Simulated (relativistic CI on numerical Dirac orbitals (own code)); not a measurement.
**One change at a time: Rb36+**

Base calculation: Dirac-Coulomb-Breit CI, KLI orbitals optimised for each configuration, model QED (radiative potential, 1s self-energy scaled to tabulated hydrogen-like ionisation energies).

Configurations in the expansion: 1s, 2s, 2p, 3s, 3p, 3d, 4s, 4p, 4d, 4f, 5s, 5p, 5d, 5f, 5g, 6s, 6p, 6d. Levels of other configurations are missing.

Variants: (1) QED terms removed; (2) non-relativistic limit. Shifts of the energy above 1s ²S1/2, in eV, for the lowest level and the first level of each name with at least 55 % of one term (blank where a level changes its place among those of its configuration and J or its character, or is not in the variant):

```csv
Level,Base,Δ(1),Δ(2)
1s ²S1/2,0.0,0.0,0.0
2p ²P°1/2,14198.7,+12.6,-229.4
2s ²S1/2,14200.6,+10.7,-231.2
2p ²P°3/2,14287.8,+12.4,-318.5
3p ²P°1/2,16856.9,+12.6,-300.6
3s ²S1/2,16857.5,+12.1,-301.2
3d ²D3/2,16883.3,+12.6,-327.0
3p ²P°3/2,16883.3,+12.6,-327.0
3d ²D5/2,16891.8,+12.6,-335.5
4p ²P°1/2,17783.6,+12.6,-321.9
4s ²S1/2,17783.8,+12.4,-322.1
4d ²D3/2,17794.7,+12.6,-333.0
4p ²P°3/2,17794.7,+12.6,-333.0
4f ²F°5/2,17798.3,+12.6,-336.6
4d ²D5/2,17798.3,+12.6,-336.6
4f ²F°7/2,17800.1,+12.6,-338.4
5p ²P°1/2,18211.0,+12.6,-330.2
5s ²S1/2,18211.1,+12.5,-330.3
5d ²D3/2,18216.7,+12.6,-335.9
5p ²P°3/2,18216.7,+12.6,-335.9
5f ²F°5/2,18218.5,+12.6,-337.7
5d ²D5/2,18218.5,+12.6,-337.7
```
